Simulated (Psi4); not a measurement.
# GaN2H4F (SMILES [NH2][Ga]([NH2])[F]): methods side by side

The species is GaN2H4F (8 atoms), meant as a singlet with charge 0. As SMILES, `[NH2][Ga]([NH2])[F]`. Geometry: optimised at PBE0/def2-TZVP.

Quantity: the HOMO–LUMO gap, in eV. The values are calculated.

```json
{"level": "PBE-D4/def2-TZVPP (density fitting)", "kind": "GGA", "program": "Psi4", "value (eV)": "4.73"}
{"level": "r2SCAN-D4/def2-TZVPP (density fitting)", "kind": "meta-GGA", "program": "Psi4", "value (eV)": "5.48"}
{"level": "B3LYP-D4/def2-TZVPP (density fitting)", "kind": "global hybrid", "program": "Psi4", "value (eV)": "6.46"}
{"level": "PBE0-D4/def2-TZVPP (density fitting)", "kind": "global hybrid", "program": "Psi4", "value (eV)": "7.09"}
{"level": "wB97M-V/def2-TZVPP (density fitting)", "kind": "range-separated hybrid", "program": "Psi4", "value (eV)": "11.14"}
```

All-electron rows without a relativistic Hamiltonian named are non-relativistic. The values span 4.73 to 11.14 eV. Orbital gaps aren't excitation energies; they tend to grow with the share of exact exchange.
